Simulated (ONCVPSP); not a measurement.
What one change does to a pseudopotential (lanthanum (La), ONCV)

La, optimised norm-conserving Vanderbilt (ONCV), made with ONCVPSP 4.0.1 (PBEsol, fully relativistic). Core [Kr] 4d10, reference 5s2 5p6 5d1 (charge +2). Waves: 5s: rc 2.70 bohr, ncon 4, nbas 7, qcut 4.7 1/bohr, 2 projectors, debl 1.7 Ha; 5p: rc 2.00 bohr, ncon 4, nbas 8, qcut 3.3 1/bohr, 3 projectors, debl 0.4 Ha; 5d: rc 3.70 bohr, ncon 4, nbas 9, qcut 3.7 1/bohr, 3 projectors, debl 3.7 Ha; f scattering state at 0.42 Ha: rc 3.35 bohr, ncon 5, nbas 9, qcut 3.7 1/bohr, 2 projectors, debl 1.5 Ha. Local part: polynomial inside 1.40 bohr (lpopt 5, dvloc0 2 Ha). Core correction: none.

Open shells are filled in proportion to 2j + 1.

In the s channel the program set the typed energies aside and used -1.893, 0.050 Ha. In the p channel the program set the typed energies aside and used -1.254, 0.250, 0.650 Ha (j = l + 1/2; the other j can differ). In the f channel the program set the typed energies aside and used -0.621, 0.879 Ha (j = l + 1/2; the other j can differ).

Change: p: nbas 7.

Cutoffs: the cutoffs (Ha) at which the residual kinetic energy of the hardest occupied pseudo-wave falls to 1 and 0.1 mHa per electron; they do not see the model core or the augmentation charge, which bear on the density cutoff. Errors are all-electron minus pseudo energies relative to the spin-unpolarised reference configuration.

How do hardness, ghosts and transferability respond?

The potential gets softer (33 Ha and 51 Ha → 29 Ha and 37 Ha); both files keep a bound ghost (d); the errors of the 4 common tests hardly move.

```csv
quantity,base,changed
"cutoff, loose",33 Ha,29 Ha
"cutoff, tight",51 Ha,37 Ha
loose cutoff by channel,"s 6.9 Ha, p 33 Ha, d 4.9 Ha","s 6.9 Ha, p 29 Ha, d 4.9 Ha"
bound ghosts,d3/2,d3/2
GHOST(+) flags under 300 eV,s at 14.4 eV,s at 14.4 eV
"error for 5s2 5p6 5d1 6s2, meV [ΔE -16.85 eV]",-57,-58
"error for 5s2 5p6 5d1 6s1, meV [ΔE -10.85 eV]",-21,-21
"error for 5s2 5p6 5d0, meV [ΔE 18.90 eV]",+32,+32
"error for 5s2 5p6 5d1 6p1, meV [ΔE -7.87 eV]",-9.3,-9.3
s: phases at 2.74 bohr within 0.05 rad from the reference energy up to (Ha; the scan ends near 5),0.5,0.5
p3/2: phases at 2.03 bohr within 0.05 rad from the reference energy up to (Ha; the scan ends near 5),to the end of the scan,to the end of the scan
p1/2: phases at 2.03 bohr within 0.05 rad from the reference energy up to (Ha; the scan ends near 5),to the end of the scan,to the end of the scan
d5/2: phases at 3.76 bohr within 0.05 rad from the reference energy up to (Ha; the scan ends near 5),-0.4,-0.4
d3/2: phases at 3.76 bohr within 0.05 rad from the reference energy up to (Ha; the scan ends near 5),-0.4,-0.4
f7/2: phases at 3.40 bohr within 0.05 rad from the reference energy up to (Ha; the scan ends near 5),-0.2,-0.2
f5/2: phases at 3.40 bohr within 0.05 rad from the reference energy up to (Ha; the scan ends near 5),-0.2,-0.2
```

 A true bound ghost makes a file unfit for plane-wave use even where its test errors are small: the radial tests pick states by their node count and pass the ghost by.
